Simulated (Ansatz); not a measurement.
```
atom    x (Å)    y (Å)    z (Å)
  Ni   0.0000   0.0000   0.0000
   O   0.0000   0.0000   2.0600
   H  -0.1490   0.7452   2.6500
   H   0.1490  -0.7452   2.6500
   O   0.0000   0.0000  -2.0600
   H   0.1490  -0.7452  -2.6500
   H  -0.1490   0.7452  -2.6500
   O   2.0600   0.0000   0.0000
   H   2.6500  -0.7452   0.1490
   H   2.6500   0.7452  -0.1490
   O  -2.0600   0.0000   0.0000
   H  -2.6500   0.7452  -0.1490
   H  -2.6500  -0.7452   0.1490
   O   0.0000   2.0600   0.0000
   H   0.7259   2.6500  -0.2250
   H  -0.7259   2.6500   0.2250
   O   0.0000  -2.0600   0.0000
   H  -0.7259  -2.6500   0.2250
   H   0.7259  -2.6500  -0.2250
```

Basis set: def2-SVP on H, O; pcseg-2 on Ni. Charge 2. Computed with Ansatz (development build ahead of 0.2.0); the lowest solution found for each multiplicity.

(1) How do the multiplicities compare at this shape? Give, from the lowest of each method, PBE0 (unrestricted) for 1, 3; PBE0 (restricted) for 1, 3; HF (restricted) for 1, 3; HF (unrestricted) for 1, 3.

Results:

(1)

| method | multiplicity | E (eV) | <S²> |
| --- | --- | --- | --- |
| PBE0, unrestricted | 1 | 0.804 | 1.00 |
| PBE0, unrestricted | 3 | 0.000 | 2.00 |
| PBE0, restricted | 1 | 2.652 | 0.00 |
| PBE0, restricted | 3 | 0.000 | 2.00 |
| HF, restricted | 1 | 3.422 | 0.00 |
| HF, restricted | 3 | 0.000 | 2.00 |
| HF, unrestricted | 1 | 1.267 | 1.00 |
| HF, unrestricted | 3 | 0.000 | 2.00 |

Caution: other spin multiplicities may lie lower. Caution for PBE0, unrestricted, HF, unrestricted: the unrestricted determinant is a mixture of spin states. Caution for PBE0, restricted, HF, restricted: an unrestricted determinant lies well below.
